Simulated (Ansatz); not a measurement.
Gas-phase electronic energies from Ansatz, PBE0-D4/def2-TZVP geometries. CCSD(T)/CBS is the MP2 limit (def2-TZVPP, def2-QZVPP) plus CCSD(T) − MP2 in def2-TZVPP, frozen cores. DFT in def2-TZVPP. B3LYP here is the variant with VWN-RPA as its local correlation; programs differ in this. Elements past krypton have def2 core potentials. For Sb outer-core shells are correlated without core-valence functions, which leaves a few kJ/mol of doubt a bond. One conformer a species, not always the lowest.

Reaction (substitution at a C–C bond): `CC[O][SbH][SiH3]` + `[OH][Al]([F])[F]` → `C[O][Al]([F])[F]` + `C[O][SbH][SiH3]`

CCSD(T)/CBS gives +78.5 kJ/mol.

Another level gave +61.0 kJ/mol. Which?
A. r2SCAN-D4/def2-TZVPP
B. B3LYP/def2-TZVPP
C. MP2/def2-TZVPP
D. HF/def2-TZVPP

D. HF/def2-TZVPP 61.0, r2SCAN-D4 73.9, B3LYP 65.4, MP2/def2-TZVPP 82.3 kJ/mol.

Largest T1 diagnostic among the species: 0.014.

In def2-TZVPP, CCSD(T) changes the Hartree–Fock value by +15.3 kJ/mol (the triples alone add +1.7 kJ/mol) and MP2 by +21.3 kJ/mol.

CCSD(T)/CBS has its own doubt, a few kJ/mol and more with outer-core shells, so smaller differences from it don't rank the levels.
